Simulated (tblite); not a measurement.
Compound: C5H17NSi2.
Cartesian coordinates in Å at the GFN2-xTB level; atoms count from 1:
```
atom  x, y, z in Å
C1     0.1898    2.3810    1.0774
Si2    0.6682    0.5901    0.6669
N3     1.7864    0.6810   -0.6583
Si4    2.6404   -0.5525   -1.5208
C5    -0.8777   -0.4670    0.2356
C6    -0.4887   -1.9408    0.1284
C7    -1.4824   -0.0225   -1.0973
C8    -1.9360   -0.3232    1.3314
H9    -0.3639    2.8508    0.2700
H10   -0.4247    2.4243    1.9694
H11    1.0744    2.9811    1.2629
H12    1.3549   -0.0287    1.8137
H13    1.9050    1.6076   -1.0341
H14    2.9693   -1.6083   -0.5675
H15    3.8331    0.0935   -2.0726
H16    1.8346   -1.1016   -2.6221
H17   -1.3583   -2.5499   -0.1201
H18   -0.0789   -2.3013    1.0694
H19    0.2625   -2.0841   -0.6449
H20   -1.7921    1.0199   -1.0554
H21   -2.3585   -0.6238   -1.3419
H22   -0.7574   -0.1345   -1.9007
H23   -1.5326   -0.6160    2.2985
H24   -2.7970   -0.9563    1.1167
H25   -2.2815    0.7053    1.4046
```

Level: GFN2-xTB in tblite, geometry and Hessian alike; calculated harmonic values, unscaled, isolated species. Errors from tens to a few hundred cm⁻¹ against measured bands are possible. Modes of hydrogen on silicon can be 10 to 20 % off. One conformer, not necessarily the lowest.

Harmonic wavenumbers (cm⁻¹): 38.7, 66.1, 114.8, 122.0, 133.8, 157.1, 163.8, 203.5, 212.4, 239.4, 256.0, 260.9, 285.6, 295.5, 357.5, 389.2, 396.8, 558.0, 574.6, 602.6, 636.4, 675.3, 707.6, 763.5, 765.5, 802.2, 816.3, 822.4, 844.0, 893.2, 964.4, 973.0, 974.2, 990.0, 1033.3, 1035.2, 1203.1, 1222.2, 1225.0, 1240.6, 1374.1, 1408.2, 1410.0, 1430.9, 1492.0, 1495.5, 1500.1, 1501.7, 1505.2, 1513.9, 1515.8, 1519.9, 2175.4, 2179.9, 2241.1, 2277.6, 2990.3, 2992.6, 2998.9, 3018.7, 3023.7, 3027.3, 3030.3, 3034.1, 3035.2, 3037.1, 3050.2, 3060.8, 3477.0.

A = 1750, B = 986.5, C = 761.2 MHz; mass 147.090 u (most abundant isotopes); point group C1, symmetry number 1.

Question: Zero-point energy?

Answer: ½Σν̃ = 45167 cm⁻¹ = 540.31 kJ/mol.

Question: What is S at 350 K and 1 bar for an ideal gas of classical rigid rotors and harmonic oscillators?

Answer: Translation 174.43, rotation 127.03, vibration 215.91: S = 517.4 J/(mol K).

Question: And Cp and H(350 K) − H(0)?

Answer: Cp = 247.28 J/(mol K), of which vibrations give 214.02 (their classical limit is 69 R = 573.7); H(350 K) − H(0) = 51.33 kJ/mol without the zero-point energy, 39.69 from vibrations.

Question: How do the functions run with temperature in this model?

Answer: 
| T (K) | S (J/(mol K)) | Cp (J/(mol K)) | H − H(0) (kJ/mol) | G − H(0) (kJ/mol) | ln q(vib) |
| --- | --- | --- | --- | --- | --- |
| 150 | 359.6 | 137.9 | 12.56 | -41.38 | 4.31 |
| 250 | 443.4 | 194.4 | 29.21 | -81.65 | 8.37 |
| 298.15 | 479.9 | 220.5 | 39.20 | -103.89 | 10.29 |
| 400 | 552.0 | 271.5 | 64.31 | -156.49 | 14.26 |
| 600 | 678.0 | 350.9 | 126.99 | -279.80 | 21.67 |
| 900 | 836.6 | 431.1 | 245.19 | -507.78 | 31.82 |

q(vib) and H(0) count from the zero-point level.

Question: Which modes carry the vibrational entropy at 350 K?

Answer: 38.7 cm⁻¹: 23.61; 66.1 cm⁻¹: 19.17; 114.8 cm⁻¹: 14.63; 122.0 cm⁻¹: 14.14; 133.8 cm⁻¹: 13.39; 157.1 cm⁻¹: 12.09 J/(mol K); the other 63 give 118.87 together.

Hindered rotation and anharmonicity are outside this model. Other conformers, if any are populated, would add a mixing term that is left out. The structure is chiral; the term R ln 2 for an equal mix with its mirror image is left out.
